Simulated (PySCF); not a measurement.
**Peak assignment**

Mapped SMILES: `[CH:1]#[C:2][SiH2:3][n:4]1[n:5][cH:6][c:7]([F:8])[c:9]1[CH3:10]`. Each H is labelled by its parent atom.

All values are calculated (PySCF 2.14): geometry: GFN2-xTB, shielding tensors at PBE0/pcSseg-1 (GIAO). No solvent, one computed conformer, one averaged value for each set of equivalent atoms, no relativistic terms.

Referencing at the same level of theory: 13C (σref 186.93), 1H (σref 31.72) vs TMS.

(1) Assign these signals to the numbered atoms. 13C{1H} NMR (computed): δ 159.9, 135.6, 134.4, 106.5, 85.6, 10.3.

(2) Assign these signals to the numbered atoms. 1H NMR (300 MHz, computed): δ 7.60 (m, 1H), 5.50 (d, 2H), 2.63 (s, 3H), 2.16 (t, 1H).

## Answers

(1) 
159.9 → C7, aromatic carbon bearing fluorine: the electronegative substituent deshields the carbon that carries it
135.6 → C6, aromatic CH next to a ring nitrogen
134.4 → C9, substituted aromatic carbon next to a ring nitrogen
106.5 → C1, terminal alkyne carbon
85.6 → C2, alkyne carbon: sp carbons lie upfield of alkene carbons because the cylindrical π system leaves one tensor component strongly shielded
10.3 → C10, methyl carbon on an aromatic ring: aliphatic region, no heteroatom directly attached

C6 and C9 lie closer than the usual error of such a calculation, so a measured spectrum could show them in the other order.

(2) 
```tsv
δ (ppm)	atoms	environment	reason
7.60	H(C6)	hydrogen on an aromatic CH next to a ring nitrogen	ring-current deshielding
5.50	H(Si3)	hydrogen on a silicon bonded to C, N	–
2.63	H(C10)	hydrogen on a methyl carbon on an aromatic ring	benzylic-type position, deshielded by the ring
2.16	H(C1)	hydrogen on a terminal alkyne carbon	it lies on the axis of the triple bond, in its shielding cone
```

Splittings by 19F in the carbon and heteronuclear signals aren't shown, as no couplings were computed. Shifts are as computed. Against solution values, carbons near 30 ppm lie about +3 ppm off and those near 130 ppm about +5 ppm. Of 1309 compounds with measured shifts, 239 miss one by over three times the rms of a fit or turn the order of signals round; such compounds aren't used in these exercises. No couplings were computed; multiplicities are counted from neighbouring protons, with m where these are inequivalent, close in shift, in a saturated or five-membered ring or joined by F or P, and br s for small geminal =CH2 splittings.
